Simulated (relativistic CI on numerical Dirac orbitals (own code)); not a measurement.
**Zr2+: what numerical and physical settings do to a radial Dirac CI calculation**

Reference input:

```
atom Zr  Z=40  charge=2  electrons=38
nucleus A=90  rms_radius_fm=4.2694
hamiltonian dirac-coulomb  breit=on  qed=on  c_scale=1
orbitals kli  potential=per-configuration
slater_scale 1
correlation none
mixing on
grid step=0.0125 r_max=67.1
scf mixing=0.4 start=green max_iterations=150 tolerance=2e-08 node_fill=0.05
configurations
  [Kr] 4d2
  [Kr] 4d 5s
  [Kr] 5s2
  [Kr] 4d 5p
  [Kr] 4d 4f
end
```

Computed lowest total energy -3593.03398 Ha, first excitation 571.8 cm⁻¹, 56 SCF steps. Runs with settings changed; * marks those that are bad on purpose:

| Changed | Outcome | Lowest level | ΔE (Ha) | First excitation (cm⁻¹) | SCF steps | Message |
| --- | --- | --- | --- | --- | --- | --- |
| iteration limit 30, node fill of the KLI weights 0.01, Slater scale 1.2 | converged | 4d² ³F2 | -0.00409 | 561.3 | 57 |  |
| end of the grid at 33.55 bohr | converged | 4d² ³F2 | 3.64e-12 | 571.8 | 56 |  |
| start potential previous | converged | 4d² ³F2 | 2.92e-10 | 571.8 | 50 |  |
| SCF tolerance 0.3 * | converged | 4d² ³F2 | 0.0406 | 611.3 | 15 |  |
| node fill of the KLI weights 5 * | converged | 4d² ³F2 | 0.44 | 781.3 | 65 |  |

With so few configurations and no correlation, terms lie too far apart (by 10 to 50 % near neutrality), their order can be wrong, and levels of other configurations are missing.
